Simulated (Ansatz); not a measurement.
Input for Ansatz (an electronic-structure program):
Ansatz 0.2 input:
```yaml
crystal:
  periodic: [false, false, false]
  atoms:
    - {symbol: F, position_ang: [1.30956964, -1.09098185, -0.11409240]}
    - {symbol: Ge, position_ang: [0.00000000, -0.00000000, 0.00000000]}
    - {symbol: F, position_ang: [0.59265899, 1.60216040, 0.00827402]}
    - {symbol: F, position_ang: [-1.03920691, -0.21581686, -1.33854518]}
    - {symbol: F, position_ang: [-0.86302172, -0.29536169, 1.44436355]}
basis:
  gaussian:
    orbitals: 6-31G
hamiltonian:
  xc: cam_b3lyp
total_charge: 1
magnetization: {spin_polarized: true, initial_magnetization: 1}
```

### Question
What does this run give for the <S^2>, total energy, number of basis functions?

### Answer

| Item | Result |
|---|---|
| <S^2> | 0.756 |
| total energy | -2475.5286 Eh |
| number of basis functions | 65 |
